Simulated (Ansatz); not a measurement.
Ansatz results at the PBE0-D4/def2-TZVP geometry: HOMO energy (B3LYP/def2-TZVPP) -6.94 eV; size of the dipole moment (ωB97M-V/def2-TZVPP) 0.74 D; HOMO–LUMO gap (B3LYP/def2-TZVPP) 7.75 eV.

Each molecule was computed in one conformer, which needn't be the lowest.

Which molecule gave them?
A. `CC(C)(F)C=S`
B. `NBOCN`
C. `C=C1SB1N`
D. `C=[C](N)[SnH2][F]`

B. The others give `CC(C)(F)C=S`: -6.30, 3.24, 3.86; `C=C1SB1N`: -6.17, 2.74, 5.17; `C=[C](N)[SnH2][F]`: -6.17, 1.71, 5.23.

B3LYP here is the variant with VWN-RPA as its local correlation; programs differ in this.
